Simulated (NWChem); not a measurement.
System: oxalic acid (C2H2O4); SMILES C(O)(C(O)=O)=O

NWChem input:

```
start job
memory heap 200 mb stack 900 mb global 1100 mb
geometry units angstroms noautosym nocenter noautoz
  O      1.054099     1.396354    -0.011453
  C     -0.109431     0.759676     0.000490
  O     -1.185976     1.283052     0.011245
  C      0.109431    -0.759676     0.000490
  O     -1.054099    -1.396354    -0.011453
  O      1.185976    -1.283052     0.011245
  H      0.854407     2.345514    -0.009296
  H     -0.854407    -2.345514    -0.009296
end
basis spherical
  O library 6-31g*
  C library 6-31g*
  H library 6-31g*
end
dft
  xc xpbe96 cpbe96
  iterations 150
end
task dft gradient
```

Excerpt of the output:

```
             Northwest Computational Chemistry Package (NWChem) 7.3.0
             --------------------------------------------------------

                             Geometry "geometry" -> ""
                             -------------------------

 Output coordinates in angstroms (scale by  1.889725989 to convert to a.u.)

  No.       Tag          Charge          X              Y              Z
 ---- ---------------- ---------- -------------- -------------- --------------
    1 O                    8.0000     1.05409900     1.39635400    -0.01145300
    2 C                    6.0000    -0.10943100     0.75967600     0.00049000
    3 O                    8.0000    -1.18597600     1.28305200     0.01124500
    4 C                    6.0000     0.10943100    -0.75967600     0.00049000
    5 O                    8.0000    -1.05409900    -1.39635400    -0.01145300
    6 O                    8.0000     1.18597600    -1.28305200     0.01124500
    7 H                    1.0000     0.85440700     2.34551400    -0.00929600
    8 H                    1.0000    -0.85440700    -2.34551400    -0.00929600

 Effective nuclear repulsion energy (a.u.)     232.8134047334

  pbe96 is a nonlocal functional; adding pw91lda local functional.

                                 NWChem DFT Module
                                 -----------------

 Summary of "ao basis" -> "ao basis" (spherical)
 ------------------------------------------------------------------------------
       Tag                 Description            Shells   Functions and Types
 ---------------- ------------------------------  ------  ---------------------
 O                           6-31g*                  6       14   3s2p1d
 C                           6-31g*                  6       14   3s2p1d
 H                           6-31g*                  2        2   2s

            General Information
            -------------------
          SCF calculation type: DFT
          Wavefunction type:  closed shell.
          No. of atoms     :     8
          No. of electrons :    46
           Alpha electrons :    23
            Beta electrons :    23
          Charge           :     0
          Spin multiplicity:     1
          Use of symmetry is: off; symmetry adaption is: off
          Maximum number of iterations: 150
          AO basis - number of functions:    88
                     number of shells:    40
          Convergence on energy requested:  1.00D-06
          Convergence on density requested:  1.00D-05
          Convergence on gradient requested:  5.00D-04

              XC Information
              --------------
          PerdewBurkeErnzerhof Exchange Functional  1.000
            Perdew 1991 LDA Correlation Functional  1.000 local
           PerdewBurkeErnz. Correlation Functional  1.000 non-local

             Grid Information
             ----------------
          Grid used for XC integration:  medium
          Radial quadrature: Mura-Knowles
          Angular quadrature: Lebedev.
          Tag              B.-S. Rad. Rad. Pts. Rad. Cut. Ang. Pts.
          ---              ---------- --------- --------- ---------
          O                   0.60       49          11.0       434
          C                   0.70       49           9.0       434
          H                   0.35       45          12.0       434
          Grid pruning is: on
          Number of quadrature shells:   384
          Spatial weights used:  Erf1

      Superposition of Atomic Density Guess
      -------------------------------------

 Sum of atomic energies:        -375.33438230

      Non-variational initial energy
      ------------------------------

 Total energy =    -377.914038
 1-e energy   =    -977.292675
 2-e energy   =     366.565232
 HOMO         =      -0.346802
 LUMO         =      -0.036972

   convergence    iter        energy       DeltaE   RMS-Dens  Diis-err
 ---------------- ----- ----------------- --------- --------- ---------
 d= 0,ls=0.0,diis     1   -377.6311788921 -6.10D+02  3.58D-02  2.55D+00
 d= 0,ls=0.0,diis     2   -376.0963595708  1.53D+00  2.78D-02  1.85D+01
 d= 0,ls=0.0,diis     3   -377.8653236868 -1.77D+00  7.19D-03  5.39D-01
 d= 0,ls=0.0,diis     4   -377.8923381491 -2.70D-02  3.03D-03  2.69D-01
 d= 0,ls=0.0,diis     5   -377.9187427395 -2.64D-02  2.84D-04  1.94D-03
  Resetting Diis
 d= 0,ls=0.0,diis     6   -377.9189225824 -1.80D-04  6.82D-05  4.12D-05
 d= 0,ls=0.0,diis     7   -377.9189260982 -3.52D-06  5.16D-05  7.30D-06
 d= 0,ls=0.0,diis     8   -377.9189258635  2.35D-07  2.86D-05  9.13D-06
 d= 0,ls=0.0,diis     9   -377.9189269081 -1.04D-06  5.58D-06  7.75D-07
 d= 0,ls=0.0,diis    10   -377.9189269815 -7.34D-08  1.11D-06  2.39D-08

         Total DFT energy =     -377.918926981543
      One electron energy =     -979.896563178887
           Coulomb energy =      414.746713416650
    Exchange-Corr. energy =      -45.582481952707
 Nuclear repulsion energy =      232.813404733401

 Numeric. integr. density =       45.999999137950

                       DFT Final Molecular Orbital Analysis
                       ------------------------------------

 Vector   21  Occ=2.000000D+00  E=-2.887050D-01
              MO Center=  5.9D-08, -2.7D-07, -2.3D-03, r^2= 3.5D+00
   Bfn.  Coefficient  Atom+Function         Bfn.  Coefficient  Atom+Function
  ----- ------------  ---------------      ----- ------------  ---------------
     5      0.366525  1 O  pz                61      0.366525  5 O  pz
    33     -0.298522  3 O  pz                75     -0.298522  6 O  pz
     9      0.270213  1 O  pz                65      0.270213  5 O  pz
    37     -0.198264  3 O  pz                79     -0.198264  6 O  pz
    19     -0.078292  2 C  pz                47     -0.078292  4 C  pz

 Vector   22  Occ=2.000000D+00  E=-2.775688D-01
              MO Center= -9.1D-08,  1.6D-07,  7.1D-03, r^2= 3.4D+00
   Bfn.  Coefficient  Atom+Function         Bfn.  Coefficient  Atom+Function
  ----- ------------  ---------------      ----- ------------  ---------------
    32      0.336139  3 O  py                74      0.336139  6 O  py
    31      0.248803  3 O  px                73      0.248803  6 O  px
    36      0.214839  3 O  py                78      0.214838  6 O  py
     3      0.180944  1 O  px                59      0.180944  5 O  px
    35      0.162351  3 O  px                77      0.162351  6 O  px

 Vector   23  Occ=2.000000D+00  E=-2.227983D-01
              MO Center=  1.2D-07, -1.7D-07,  7.1D-03, r^2= 3.5D+00
   Bfn.  Coefficient  Atom+Function         Bfn.  Coefficient  Atom+Function
  ----- ------------  ---------------      ----- ------------  ---------------
    32      0.404789  3 O  py                74     -0.404789  6 O  py
    36      0.291948  3 O  py                78     -0.291948  6 O  py
     3      0.193277  1 O  px                59     -0.193277  5 O  px
    20      0.172952  2 C  s                 48      0.172952  4 C  s
    31      0.152606  3 O  px                73     -0.152606  6 O  px

 Vector   24  Occ=0.000000D+00  E=-9.195713D-02
              MO Center=  1.8D-08,  9.6D-09,  2.2D-03, r^2= 2.6D+00
   Bfn.  Coefficient  Atom+Function         Bfn.  Coefficient  Atom+Function
  ----- ------------  ---------------      ----- ------------  ---------------
    19      0.352493  2 C  pz                47      0.352493  4 C  pz
    33     -0.321608  3 O  pz                75     -0.321608  6 O  pz
    37     -0.298930  3 O  pz                79     -0.298930  6 O  pz
    23      0.294797  2 C  pz                51      0.294797  4 C  pz
     5     -0.209574  1 O  pz                61     -0.209574  5 O  pz

 Vector   25  Occ=0.000000D+00  E= 3.173107D-02
              MO Center= -9.3D-08, -2.9D-07, -2.2D-03, r^2= 8.1D+00
   Bfn.  Coefficient  Atom+Function         Bfn.  Coefficient  Atom+Function
  ----- ------------  ---------------      ----- ------------  ---------------
    86      0.993367  7 H  s                 88     -0.993367  8 H  s
     6     -0.652326  1 O  s                 62      0.652326  5 O  s
    20      0.411456  2 C  s                 48     -0.411456  4 C  s
     8     -0.292939  1 O  py                64     -0.292939  5 O  py
    22     -0.238453  2 C  py                50     -0.238453  4 C  py

 Vector   26  Occ=0.000000D+00  E= 4.180624D-02
              MO Center=  1.3D-08, -1.6D-08, -6.3D-03, r^2= 2.3D+00
   Bfn.  Coefficient  Atom+Function         Bfn.  Coefficient  Atom+Function
  ----- ------------  ---------------      ----- ------------  ---------------
    19      0.507028  2 C  pz                47     -0.507028  4 C  pz
    23      0.465537  2 C  pz                51     -0.465537  4 C  pz
    37     -0.288925  3 O  pz                79      0.288925  6 O  pz
    33     -0.273977  3 O  pz                75      0.273977  6 O  pz
     5     -0.193367  1 O  pz                 9     -0.193018  1 O  pz

     Multipole analysis of the density
     ---------------------------------

     L   x y z        total         alpha         beta         nuclear
     -   - - -        -----         -----         ----         -------
     0   0 0 0     -0.000000    -23.000000    -23.000000     46.000000

[...]

                         DFT ENERGY GRADIENTS

    atom               coordinates                        gradient
                 x          y          z           x          y          z
   1 O       1.991958   2.638726  -0.021643   -0.026426   0.005033   0.000233
   2 C      -0.206795   1.435579   0.000926   -0.008610   0.018755   0.000149
   3 O      -2.241170   2.424617   0.021250    0.035266  -0.016879  -0.000342
   4 C       0.206795  -1.435579   0.000926    0.008610  -0.018755   0.000149
   5 O      -1.991958  -2.638726  -0.021643    0.026426  -0.005033   0.000233
   6 O       2.241170  -2.424617   0.021250   -0.035266   0.016879  -0.000342
   7 H       1.614595   4.432379  -0.017567    0.004304  -0.013301  -0.000040
   8 H      -1.614595  -4.432379  -0.017567   -0.004304   0.013301  -0.000040
```

Level: PBE/6-31G* (spherical d). Geometry: optimised at PBE0/def2-SVP.
